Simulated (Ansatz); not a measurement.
A structure relaxed at PBE-D4/def2-SVP in Ansatz, charge 1, doublet:

Cartesian coordinates in Å:
```
Mg 0.0001 -0.0017 -0.0001
Mg -1.1636 -0.2631 3.4190
Mg 1.1629 0.2680 -3.4188
O -0.5856 -0.1350 1.7238
O 0.5861 0.1317 -1.7239
```

(1) Give its formula and point group.

(2) Summarise the bond lengths by kind (pairs closer than 1.2 times the sum of covalent radii, bridged metal pairs left out).

Results:

(1) the cluster Mg₃O₂⁺. Point group D∞h (tolerance 0.1 Å).

(2) 4 × Mg–O 1.80 to 1.83 Å.

The gap within one spin of the charge 1 doublet nearly closes, so an electron or hole may be smeared out by delocalisation error. Another isomer (doublet) lies 0.36 eV lower at PBE0-D4/def2-TZVP; other spin states weren't run for this one.
